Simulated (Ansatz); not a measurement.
`[CH3][AlH][S]C` → `[CH2]` (triplet) + `[CH3][AlH][SH]` at 400 K and 1 bar (formal loss of a carbene).

Gas-phase electronic energies from Ansatz, PBE0-D4/def2-TZVP geometries. CBS: MP2 limit from def2 TZ/QZ plus the TZ coupled-cluster correction, frozen cores. This one scheme is used for every species. Triplets are unrestricted, without spin–orbit coupling. One conformer a species, not always the lowest.

```csv
species,CCSD(T)/CBS energy (Eh),H − E (kJ/mol),S (J/(mol·K))
`[CH3][AlH][S]C`,-720.14936,248.9,397.2
`[CH2]` (triplet),-39.09499,59.0,205.7
`[CH3][AlH][SH]`,-680.89694,163.7,347.3
```

H − E and S are ideal-gas, rigid-rotor, harmonic terms from PBE0-D4/def2-TZVP, for one conformer and one mirror image of each species, with the whole ground term of open shells counted as degenerate. 1 Eh = 2625.50 kJ/mol, R = 8.31446 J/(mol·K).

**Question.** By hand: ΔE, ΔH, ΔS and ΔG.

**Answer.** ΔE = (-39.09499) + (-680.89694) − (-720.14936) = 0.15743 Eh = 413.3 kJ/mol. Δ(H − E) = 59.0 + 163.7 − 248.9 = -26.2, so ΔH = 387.1 kJ/mol. ΔS = 205.7 + 347.3 − 397.2 = 155.8 J/(mol·K). ΔG = 387.1 − 400 × (155.8)/1000 = 324.8 kJ/mol.

**Question.** By hand: the equilibrium constant, and the temperature at which ΔG would vanish if ΔH and ΔS stayed fixed.

**Answer.** log₁₀ K = −ΔG/(RT ln 10) = -42.4. ΔG = 0 at ΔH/ΔS = 2485 K.

The number of gas molecules changes by +1, which sets the sign of ΔS. A doubt of 5 kJ/mol in ΔE shifts log₁₀ K by 0.7 here. Other conformers and mirror images would add mixing entropy, several J/(mol·K) or more a flexible species. Modes under 60 cm⁻¹, often nearly free rotors, make the harmonic entropy too high. A triplet takes part, so the spin changes. These are equilibria of isolated gas molecules and say nothing of rates. Largest T1 diagnostic: 0.011 (customary marks: 0.02 for closed shells, 0.045 for open ones).
